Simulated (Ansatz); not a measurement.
Ideal-gas functions of Cl$_{2}$H$_{2}$NOSi (`N[Si]([O])(Cl)Cl`) radical at 600 K and 1 bar, from an Ansatz frequency run at PBE0-D4/def2-TZVP.

Molar mass 131.01 g/mol, point group Cs (symmetry number 1), electronic degeneracy 2, moments of inertia 172.464, 248.733, 313.741 u Å². Harmonic wavenumbers (cm⁻¹, unscaled): 111, 161, 222, 259, 263, 290, 456, 504, 596, 827, 831, 928, 1569, 3586, 3689.

Use S(trans) = R[1.5 ln M + 2.5 ln T − 1.1517]; rotational temperatures θ = 24.2544 K / I; S(rot) = R[ln(√π/σ · √(T³/θAθBθC)) + 1.5]; for each mode x = 1.438777 ν̃/T, S = R[x/(eˣ − 1) − ln(1 − e⁻ˣ)] and H = RT x/(eˣ − 1); 1 cm⁻¹ = 0.0119627 kJ/mol; R = 8.31446 J/(mol·K).

**Question.** By hand: the entropy, in J/(mol·K).

**Answer.** Translation 184.2. Rotation: θ = 0.1406, 0.0975, 0.0773 K, giving 125.5. Vibration, mode by mode: 19.34, 16.28, 13.65, 12.41, 12.28, 11.50, 7.97, 7.23, 6.02, 3.86, 3.83, 3.19, 0.94, 0.01, 0.01, in all 118.5. Electronic 5.8. Sum 434.0 J/(mol·K).

**Question.** By hand: H − E and G − E in kJ/mol, counted from the electronic energy.

**Answer.** Zero-point energy ½ × 14292 × 0.0119627 = 85.5; thermal vibration 35.4; translation, rotation and pV give 4 RT = 20.0. H − E = 140.9 kJ/mol, and G − E = 140.9 − 600 × 434.0/1000 = -119.5 kJ/mol.

Vibration gives 27 % of the entropy, 19.3 J/(mol·K) of it from the mode under 150 cm⁻¹: soft modes count most, and the harmonic formula is weakest for them. The sum counts one conformer and one mirror image; others add a mixing term.
